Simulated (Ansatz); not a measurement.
Isolated molecules relaxed with PBE0-D4/def2-TZVP in Ansatz; ΔE leaves out vibrations. CCSD(T)/CBS is the MP2 limit (def2-TZVPP, def2-QZVPP) plus CCSD(T) − MP2 in def2-TZVPP, frozen cores. This one scheme is used for every species. DFT in def2-TZVPP. B3LYP here is the variant with VWN-RPA as its local correlation; programs differ in this. One conformer a species, not always the lowest.

Reaction (silylene loss): `CCN(C)[SiH3]` → ethylmethylamine + `[SiH2]`

| level | ΔE (eV) | difference from CCSD(T)/CBS |
| --- | --- | --- |
| PBE-D4 | 2.85 | -0.02 |
| PBE0-D4 | 2.95 | 0.08 |
| B3LYP-D4 | 2.85 | -0.02 |
| BHLYP-D4 | 2.96 | 0.09 |
| revPBE | 2.53 | -0.34 |
| PBE0 | 2.84 | -0.03 |
| RPA@PBE/def2-TZVPP | 2.63 | -0.24 |
| MP2/def2-SVP | 2.94 | 0.07 |
| HF/def2-TZVPP | 2.65 | -0.22 |
| MP2/def2-QZVPP | 3.09 | 0.22 |
| CCSD(T)/CBS | 2.87 | 0 |

Largest T1 diagnostic among the species: 0.014.

From PBE to PBE0 (25 % exact exchange), in def2-TZVPP and without D4, ΔE moves by +0.11 eV. Leaving LDA and LC-ωPBE aside and taking each functional with its dispersion term where it has one, the values, not all of them listed here, spread over 0.33 eV, from BLYP-D4 to r2SCAN0-D4. LDA lies +0.43 eV from PBE without D4. At CCSD(T), def2-SVP lies −0.17 eV from the extrapolated value and def2-TZVPP −0.06 eV.

CCSD(T)/CBS has its own doubt, a few kJ/mol and more with outer-core shells, so smaller differences from it don't rank the levels.
